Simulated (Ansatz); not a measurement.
A nudged elastic band was laid between two geometries of CH$_{4}$FNSi (8 atoms, charge 0, multiplicity 1).

Computed with Ansatz, RKS B3LYP/def2-SVP.

```json
{
  "movable images": "5",
  "climbing image": "from the first iteration",
  "spring": "5.0 eV/Å²",
  "optimiser": "lbfgs",
  "start path": "through a guess of the saddle point",
  "force threshold": "0.05 eV/Å",
  "iteration limit": "60",
  "end points": "relaxed"
}
```

First end point:

```xyz
8
Properties=species:S:1:pos:R:3
C -0.245 1.097 -0.417
Si -0.041 -0.663 0.121
N 1.146 -1.165 1.048
F -1.268 -1.518 -0.522
H 0.576 1.708 -0.016
H -0.247 1.166 -1.517
H -1.206 1.498 -0.060
H 1.286 -2.122 1.363
```

Last end point:

```xyz
8
Properties=species:S:1:pos:R:3
C -0.233 1.047 -0.367
Si -0.052 -0.782 -0.022
N 0.719 -1.687 1.035
F -0.943 -1.550 -1.134
H 0.758 1.507 -0.502
H -0.839 1.220 -1.268
H -0.715 1.543 0.491
H 1.306 -1.296 1.768
```

**Question.** Which bonds break or form, and what moves?

**Answer.** No bond is made or broken. The dihedral F4–Si2–N3–H8 changes from 0 to 180° by way of a nearly straight angle Si2–N3–H8 (up to 165°), not by a turn about the bond.

**Question.** What energy profile does the band end with?

**Answer.** The run converged. The highest image is number 3 of 0 to 6, 22.7 kJ/mol above the first end and 7.7 kJ/mol above the last; the last end lies 15.0 kJ/mol above the first. The order of the stationary point at the top wasn't checked.

| image | path coordinate (Å) | energy (kJ/mol) | angle Si2–N3–H8 (°) |
| --- | --- | --- | --- |
| 0 | 0.00 | 0.0 | 126 |
| 1 | 0.56 | 1.0 | 127 |
| 2 | 1.12 | 4.8 | 138 |
| 3 | 1.67 | 22.7 | 165 |
| 4 | 1.90 | 18.7 | 143 |
| 5 | 2.12 | 15.1 | 126 |
| 6 | 2.35 | 15.0 | 123 |

**Question.** What is the geometry of the highest image?

**Answer.** 
```xyz
8
Properties=species:S:1:pos:R:3
C -0.247 1.076 -0.421
Si -0.062 -0.728 0.008
N 0.812 -1.466 1.047
F -1.070 -1.529 -0.982
H 0.746 1.542 -0.519
H -0.820 1.224 -1.348
H -0.769 1.587 0.404
H 1.409 -1.707 1.812
```

The run took 11 min on 1 CPU thread of a shared host.
